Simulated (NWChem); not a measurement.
System: CrH2S2O2; SMILES [S]=[Cr]([SH])([OH])=[O]

```xyz
7

Cr     0.1897    -0.1658     0.0109
O      0.9477    -0.2007     1.3713
S     -1.2098    -1.5944    -0.1206
O      1.3085    -0.2790    -1.3282
H      2.2371    -0.0783    -1.0891
S     -0.9921     1.6958    -0.0625
H     -0.0080     2.4377     0.5311
```
Atoms are numbered in this order, from 1.

Program: NWChem. Pople sets run with spherical d functions. Coordinates come from a PBE-D3(BJ)/def2-SVP optimisation. No frequency run checked for a minimum. Vzz is the largest principal value of the second derivative of the potential at the nucleus (NWChem prints the opposite sign); η is the asymmetry. Non-relativistic.

For level B3LYP/6-31G*:

```yaml
Vzz Cr1 (a.u.): -0.435
"η Cr1": 0.25
Vzz O2 (a.u.): -0.432
"η O2": 0.55
Vzz S3 (a.u.): -1.258
"η S3": 0.79
Vzz O4 (a.u.): 1.047
```

How do the values read with level B3LYP/def2-TZVP instead?


| Item | Result |
|---|---|
| Vzz Cr1 (a.u.) | -0.288 |
| η Cr1 | 0.83 |
| Vzz O2 (a.u.) | -0.458 |
| η O2 | 0.73 |
| Vzz S3 (a.u.) | -1.383 |
| η S3 | 0.92 |
| Vzz O4 (a.u.) | 1.076 |
